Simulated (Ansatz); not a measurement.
Mulliken charges of `[CH3][AlH][N]=C=O` from ωB97M-V/def2-TZVPP in Ansatz (PBE0-D4/def2-TZVP geometry).

| atom | x (Å) | y (Å) | z (Å) | charge (e) |
| --- | --- | --- | --- | --- |
| C1 | -1.480 | -0.787 | 0.045 | -0.505 |
| Al2 | 0.120 | -0.031 | 0.835 | 0.516 |
| N3 | 1.322 | 0.697 | -0.252 | -0.346 |
| C4 | 2.143 | 1.192 | -0.966 | 0.347 |
| O5 | 2.942 | 1.675 | -1.666 | -0.253 |
| H6 | -2.104 | -1.305 | 0.777 | 0.116 |
| H7 | -2.088 | -0.002 | -0.417 | 0.113 |
| H8 | -1.228 | -1.494 | -0.751 | 0.116 |
| H9 | 0.462 | 0.009 | 2.376 | -0.104 |

Question: By hand: the dipole of these point charges (1 e Å = 4.8032 D).

Answer: Σ q r = (-0.319, -0.196, 0.290) e Å, of length 0.474 e Å = 2.28 D.

Question: How does the dipole of the full density compare? (Estimate.)

Answer: Computed: (-0.443, -0.251, 0.207) e Å, 2.64 D; the point charges give 0.86 times that, at 16° from its direction.

Point charges leave out the atoms' own dipoles, such as those of lone pairs, and Mulliken's split depends on the basis, so the close match here is no proof of good charges.
